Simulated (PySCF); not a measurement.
C₇H₁₃FSi.
Cartesian coordinates in Å at the GFN2-xTB level; atoms count from 1:
```xyz
22
C7H13FSi angstrom
C      3.3541    0.3731    0.0523
C      2.1718    0.4633   -0.5299
C      0.8979   -0.0395    0.0540
C      0.1069   -0.8550   -0.9745
C     -1.2178   -1.3961   -0.4397
F     -0.9730   -2.1554    0.6947
C     -2.2641   -0.3329   -0.1090
C     -1.8456    0.5739    1.0469
Si    -0.1781    1.4079    0.6888
H      4.2467    0.7776   -0.3940
H      3.4750   -0.1097    1.0082
H      2.0785    0.9536   -1.4911
H      1.1341   -0.6958    0.8968
H      0.7161   -1.7049   -1.2974
H     -0.1097   -0.2470   -1.8557
H     -1.6385   -2.1034   -1.1701
H     -3.1979   -0.8423    0.1455
H     -2.4402    0.2556   -1.0114
H     -1.7695   -0.0332    1.9499
H     -2.6317    1.3068    1.2264
H     -0.3335    2.4095   -0.3763
H      0.4082    2.0132    1.8848
```

The calculation used PBE0/pcSseg-1 in PySCF (dipole) on a GFN2-xTB geometry, gas phase.

Take the most abundant isotopes and a rigid rotor. The values belong to one conformer with, in the numbering `[CH2:1]=[CH:2][C@@H:3]1[CH2:4][C@@H:5]([F:6])[CH2:7][CH2:8][SiH2:9]1`, C1–C2–C3–C4 -132°, C2–C3–C4–C5 180°, C3–C4–C5–F6 -56°, C4–C5–C7–C8 -65°, C5–C7–C8–Si9 56°.

(1) What are A, B and C (MHz)?

(2) Classify the top.

(3) Is it planar, by Δ = Ic − Ia − Ib?

(4) Give the other two planar moments, Paa and Pbb, and the rms extents of the mass along the axes.

(5) List the rotational levels J(Ka,Kc) to J = 3 (K).

(6) Which lines would a microwave search look for?

(7) Estimate the classical rotational partition function at 25 K, 200 K and 500 K.

Answers

(1) Ia = 246.16, Ib = 489.80, Ic = 629.00 u·Å²; 505379 MHz·u·Å²/I gives A = 2053, B = 1032, C = 803.5 MHz.

(2) An asymmetric top: κ = (2 × 1032 − 2053 − 803.5)/(2053 − 803.5) = -0.63.

(3) Not planar: Δ = Ic − Ia − Ib = -106.97 u·Å². For a rigid frame Δ = −2 Σ m c², so Σ m c² = 53.48 u·Å² lies off the ab plane: 18.04 from hydrogen and 35.45 from heavier atoms. The atom farthest from that plane is 1.86 Å away.

(4) Paa = Σ m a² = (Ib + Ic − Ia)/2 = 436.32 and Pbb = Σ m b² = (Ia + Ic − Ib)/2 = 192.68 u·Å². With the mass M = 144.08 u, the rms extents √(P/M) along a, b and c are 1.74, 1.16, 0.61 Å.

(5) Above 0(0,0), as E/k:
J = 1: 1(0,1) 0.088, 1(1,1) 0.137, 1(1,0) 0.148
J = 2: 2(0,2) 0.263, 2(1,2) 0.302, 2(1,1) 0.335, 2(2,1) 0.482, 2(2,0) 0.484
J = 3: 3(0,3) 0.521, 3(1,3) 0.549, 3(1,2) 0.615, 3(2,2) 0.746, 3(2,1) 0.754, 3(3,1) 1.020, 3(3,0) 1.020
The levels of one J sum to (2J + 1)J(J + 1)(A + B + C)/3.

(6) The dipole components are |μa| = 0.52 D, |μb| = 0.42 D, |μc| = 1.43 D. Intensities carry the squares of the components, which stand as 0.13 : 0.09 : 1.00 (a : b : c). Some lines, for components of 0.1 D or more:

| type | branch | J(Ka,Kc) | MHz | lower level (cm⁻¹) |
| --- | --- | --- | --- | --- |
| c | Q | 3(1,3) ← 3(0,3) | 597 | 0.362 |
| a | Q | 3(1,2) ← 3(1,3) | 1367 | 0.382 |
| a | R | 1(0,1) ← 0(0,0) | 1835 | 0.000 |
| b | Q | 3(1,2) ← 3(0,3) | 1963 | 0.362 |
| b | R | 3(1,2) ← 2(2,1) | 2761 | 0.335 |
| b | R | 1(1,1) ← 0(0,0) | 2857 | 0.000 |
| b | Q | 3(2,1) ← 3(1,2) | 2911 | 0.427 |
| b | R | 2(1,2) ← 1(0,1) | 4463 | 0.061 |
| b | R | 4(1,3) ← 3(2,2) | 4974 | 0.519 |
| a | R | 3(1,3) ← 2(1,2) | 5143 | 0.210 |
| c | R | 2(1,1) ← 1(0,1) | 5148 | 0.061 |
| b | Q | 3(3,0) ← 3(2,1) | 5534 | 0.524 |
| b | R | 3(1,3) ← 2(0,2) | 5970 | 0.183 |
| a | R | 4(0,4) ← 3(0,3) | 7037 | 0.362 |
| c | R | 2(2,1) ← 1(1,1) | 7191 | 0.095 |
| a | R | 4(2,3) ← 3(2,2) | 7314 | 0.519 |
| b | Q | 4(4,1) ← 4(3,2) | 7895 | 0.956 |
| b | R | 3(3,1) ← 2(2,0) | 11169 | 0.336 |
| c | R | 4(2,3) ← 3(1,3) | 11426 | 0.382 |
| b | R | 4(3,1) ← 3(2,2) | 13120 | 0.519 |
| b | R | 4(4,1) ← 3(3,0) | 15293 | 0.709 |
| c | R | 4(4,0) ← 3(3,0) | 15293 | 0.709 |

(7) Point group C1, symmetry number σ = 1; q = (√π/σ)·√((kT/h)³/(ABC)), k/h = 20836.6 MHz/K: 16200 at 25 K, 365000 at 200 K, 1440000 at 500 K.

No frequency check. Zero-point vibration and centrifugal distortion are left out.

On Arm Neoverse V2, one thread, no GPU, on a shared host, this took 42 s. This is the PBE0/pcSseg-1 job that gave the dipole, with the shieldings it also computed.
